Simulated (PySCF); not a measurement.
# A survey of 29Si NMR shifts

[PySCF: coordinates at the GFN2-xTB level; σ from GIAO-PBE0/pcSseg-1; one averaged value for each set of equivalent atoms; non-relativistic; no solvent; single conformer]

Shieldings were converted by a linear fit to measured shifts: 29Si (scatter 8.9 ppm rms, 25.8 ppm with the 6 outliers that the fit left out vs TMS, solution or neat liquid). Occasional misses reach two or three times the rms, and more in compound classes unlike the fitted ones.

(1) Give the 29Si shifts of `C[Si@@H](P)[Si@H]([SiH3])C[SiH3]`, `C#C[SiH2]C[Si@@H](NC)[SiH2]N`, `C=CN(C(C)C)[Si@H]([SiH3])Cl`, `CN[SiH2][C@@H](F)[C@@H](C)F`, `C[SiH2][Si@@]([SiH3])(P)C[SiH3]`, `CN[SiH2][C@@H](F)[C@H](C)F`.

(2) Match the shifts 1.3, -35.4, -55.7 ppm to `FC(F)(F)C(F)(F)/C=N\[SiH3]`, `C#CC[C@@](F)([SiH2]C)SC`, `CS[C@@H]1[C@H]2C[C@H](C2)[Si@@H]1F`.

Results:

(1) 
```json
{"compound": "[CH3:1][Si@@H:2]([PH2:3])[Si@H:4]([SiH3:5])[CH2:6][SiH3:7]", "environment": "Si2: silicon bonded to C, P, Si, H", "δ (ppm)": "-45.6"}
{"compound": "[CH3:1][Si@@H:2]([PH2:3])[Si@H:4]([SiH3:5])[CH2:6][SiH3:7]", "environment": "Si7: silicon bonded to C, 3 H", "δ (ppm)": "-66.7"}
{"compound": "[CH3:1][Si@@H:2]([PH2:3])[Si@H:4]([SiH3:5])[CH2:6][SiH3:7]", "environment": "Si4: silicon bonded to C, 2 Si, H", "δ (ppm)": "-72.4"}
{"compound": "[CH3:1][Si@@H:2]([PH2:3])[Si@H:4]([SiH3:5])[CH2:6][SiH3:7]", "environment": "Si5: silicon bonded to Si, 3 H", "δ (ppm)": "-105.5"}
{"compound": "[CH:1]#[C:2][SiH2:3][CH2:4][Si@@H:5]([NH:6][CH3:7])[SiH2:8][NH2:9]", "environment": "Si5: silicon bonded to C, N, Si, H", "δ (ppm)": "-27.0"}
{"compound": "[CH:1]#[C:2][SiH2:3][CH2:4][Si@@H:5]([NH:6][CH3:7])[SiH2:8][NH2:9]", "environment": "Si8: silicon bonded to N, Si, 2 H", "δ (ppm)": "-51.4"}
{"compound": "[CH:1]#[C:2][SiH2:3][CH2:4][Si@@H:5]([NH:6][CH3:7])[SiH2:8][NH2:9]", "environment": "Si3: silicon bonded to 2 C, 2 H", "δ (ppm)": "-66.1"}
{"compound": "[CH2:1]=[CH:2][N:3]([CH:4]([CH3:5])[CH3:6])[Si@H:7]([SiH3:8])[Cl:9]", "environment": "Si7: silicon bonded to Cl, N, Si, H", "δ (ppm)": "-12.7"}
{"compound": "[CH2:1]=[CH:2][N:3]([CH:4]([CH3:5])[CH3:6])[Si@H:7]([SiH3:8])[Cl:9]", "environment": "Si8: silicon bonded to Si, 3 H", "δ (ppm)": "-97.4"}
{"compound": "CN[SiH2][C@@H](F)[C@@H](C)F", "environment": "silicon bonded to C, N, 2 H", "δ (ppm)": "-42.6"}
{"compound": "[CH3:1][SiH2:2][Si@@:3]([SiH3:4])([PH2:5])[CH2:6][SiH3:7]", "environment": "Si3: silicon bonded to C, P, 2 Si", "δ (ppm)": "-50.9"}
{"compound": "[CH3:1][SiH2:2][Si@@:3]([SiH3:4])([PH2:5])[CH2:6][SiH3:7]", "environment": "Si2: silicon bonded to C, Si, 2 H", "δ (ppm)": "-57.1"}
{"compound": "[CH3:1][SiH2:2][Si@@:3]([SiH3:4])([PH2:5])[CH2:6][SiH3:7]", "environment": "Si7: silicon bonded to C, 3 H", "δ (ppm)": "-71.1"}
{"compound": "[CH3:1][SiH2:2][Si@@:3]([SiH3:4])([PH2:5])[CH2:6][SiH3:7]", "environment": "Si4: silicon bonded to Si, 3 H", "δ (ppm)": "-100.6"}
{"compound": "CN[SiH2][C@@H](F)[C@H](C)F", "environment": "silicon bonded to C, N, 2 H", "δ (ppm)": "-36.9"}
```

(2) 1.3: CS[C@@H]1[C@H]2C[C@H](C2)[Si@@H]1F (silicon bonded to 2 C, F, H, in a 5-membered ring); -35.4: C#CC[C@@](F)([SiH2]C)SC (silicon bonded to 2 C, 2 H); -55.7: FC(F)(F)C(F)(F)/C=N\[SiH3] (silicon bonded to N, 3 H).
